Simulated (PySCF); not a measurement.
**Broadened absorption spectrum of C6H10FN3**

C6H10FN3.
InChI=1S/C6H10FN3/c1-3-4-10-8-5(2)6(7)9-10/h3-4H2,1-2H3

Level of theory: PySCF 2.14.0, density-fitted response routines, TDDFT CAM-B3LYP/def2-SVPD, vertical, gas phase, core orbitals frozen in the response. One conformer (not necessarily the lowest) at the PBE0-D3(BJ)/def2-SVP geometry, without solvent, vibrations or thermal averaging. Torsions of this conformer, `[CH3:1][CH2:2][CH2:3][n:4]1[n:5][c:6]([CH3:7])[c:8]([F:9])[n:10]1`: C1–C2–C3–N4 -60°, C2–C3–N4–N5 111°.

Computed states:

```json
{"state": "S1", "E (eV)": "6.15", "f": "0.235"}
{"state": "S2", "E (eV)": "6.57", "f": "0.0008"}
{"state": "S3", "E (eV)": "6.95", "f": "0.0056"}
{"state": "S4", "E (eV)": "7.38", "f": "0.018"}
{"state": "S5", "E (eV)": "7.56", "f": "0.014"}
{"state": "S6", "E (eV)": "7.81", "f": "0.013"}
{"state": "S7", "E (eV)": "8.06", "f": "0.0039"}
{"state": "S8", "E (eV)": "8.31", "f": "0.0010"}
{"state": "S9", "E (eV)": "8.33", "f": "0.247"}
{"state": "S10", "E (eV)": "8.37", "f": "0.0074"}
```

Broadening: Gaussians 0.4 eV wide at half height, area fixed by f = 4.319×10⁻⁹ ∫ε dν̃. The cross-section is σ = 3.8235×10⁻²¹ ε cm², given in Mb (10⁻¹⁸ cm²). The width is an assumption, not a result. The curve ends short of the highest state used, and states not computed would add to its high-energy end.

Question: Give the broadened spectrum and its maxima.

Answer: 
```json
{"λ (nm)": "159.6", "σ (Mb)": "5.70"}
{"λ (nm)": "161.4", "σ (Mb)": "6.36"}
{"λ (nm)": "163.3", "σ (Mb)": "7.19"}
{"λ (nm)": "165.1", "σ (Mb)": "7.70"}
{"λ (nm)": "166.9", "σ (Mb)": "7.52"}
{"λ (nm)": "168.7", "σ (Mb)": "6.51"}
{"λ (nm)": "170.6", "σ (Mb)": "4.90"}
{"λ (nm)": "172.4", "σ (Mb)": "3.43"}
{"λ (nm)": "174.2", "σ (Mb)": "2.43"}
{"λ (nm)": "176.0", "σ (Mb)": "1.93"}
{"λ (nm)": "177.9", "σ (Mb)": "1.70"}
{"λ (nm)": "179.7", "σ (Mb)": "1.51"}
{"λ (nm)": "181.5", "σ (Mb)": "1.25"}
{"λ (nm)": "183.4", "σ (Mb)": "1.00"}
{"λ (nm)": "185.2", "σ (Mb)": "0.97"}
{"λ (nm)": "187.0", "σ (Mb)": "1.50"}
{"λ (nm)": "188.8", "σ (Mb)": "3.13"}
{"λ (nm)": "190.7", "σ (Mb)": "7.00"}
{"λ (nm)": "192.5", "σ (Mb)": "13.58"}
{"λ (nm)": "194.3", "σ (Mb)": "23.31"}
{"λ (nm)": "196.2", "σ (Mb)": "35.99"}
{"λ (nm)": "198.0", "σ (Mb)": "47.96"}
{"λ (nm)": "199.8", "σ (Mb)": "56.91"}
{"λ (nm)": "201.6", "σ (Mb)": "60.50"}
{"λ (nm)": "203.5", "σ (Mb)": "57.61"}
{"λ (nm)": "205.3", "σ (Mb)": "49.69"}
{"λ (nm)": "207.1", "σ (Mb)": "39.02"}
{"λ (nm)": "208.9", "σ (Mb)": "28.03"}
{"λ (nm)": "210.8", "σ (Mb)": "18.05"}
{"λ (nm)": "212.6", "σ (Mb)": "10.96"}
{"λ (nm)": "214.4", "σ (Mb)": "6.17"}
{"λ (nm)": "216.3", "σ (Mb)": "3.11"}
{"λ (nm)": "218.1", "σ (Mb)": "1.52"}
{"λ (nm)": "219.9", "σ (Mb)": "0.70"}
{"λ (nm)": "221.7", "σ (Mb)": "0.30"}
{"λ (nm)": "223.6", "σ (Mb)": "0.12"}
```

Maxima: 202 nm (6.15 eV), ε about 16000, made up of S1 (100%); 166 nm (7.49 eV), ε about 2000, made up of S4 (49%) and S5 (44%) (ε in L mol⁻¹ cm⁻¹; maxima over ε = 5, shares over 10%).

Question: On this curve, what absorbance would a 10⁻³ mol/L sample give at 222 nm over a 1 cm path?

Answer: 222 nm is 5.585 eV, where ε is about 68 L mol⁻¹ cm⁻¹, so A = ε c l ≈ 0.068 (Beer–Lambert, with the gas-phase spectrum and the assumed width).

Question: Coming from long wavelengths, where does ε first pass 100 L mol⁻¹ cm⁻¹?

Answer: At about 221 nm (5.61 eV), 0.54 eV below S1.

Question: What would ε be at 6.15 eV, the highest of these maxima, with half the width (0.2 eV)?

Answer: About 31600 L mol⁻¹ cm⁻¹ against 15800, a factor of about 2.00; a lone state at its own centre would give exactly 2.

The vertical ionisation energy (ΔSCF) is 9.22 eV, 0.85 eV above S10.
